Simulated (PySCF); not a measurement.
CH₂NS, SMILES N[C]=S, multiplicity 2. Geometry optimised at PBE0-D3(BJ)/def2-TZVP. The isomer is the one that the SMILES or the coordinates give; other isomers of the formula were not compared. The values are those of a single conformer.

The numbers are results of PBE0-D3(BJ)/def2-TZVP run with PySCF, not measurements.

Harmonic wavenumbers (cm⁻¹): 373, 484, 594, 898, 1161, 1551, 1641, 3486, 3663. Rotational constants (GHz): 127.1, 5.921, 5.658; symmetry number 1.

Problem. Work out the zero-point energy and the ideal-gas rigid-rotor harmonic-oscillator thermochemistry at 298.15 K and 1 atm.

Solution. ZPE = ½ Σ hcν = ½ × 13852 cm⁻¹ = 19.80 kcal/mol. H − E(el) = 22.68 kcal/mol. Entropy in cal/(mol K): translation 38.20, rotation 21.85, vibration 2.43, spin 1.38, total 63.86. G − E(el) = 3.64 kcal/mol. Cp = 12.65 cal/(mol K).
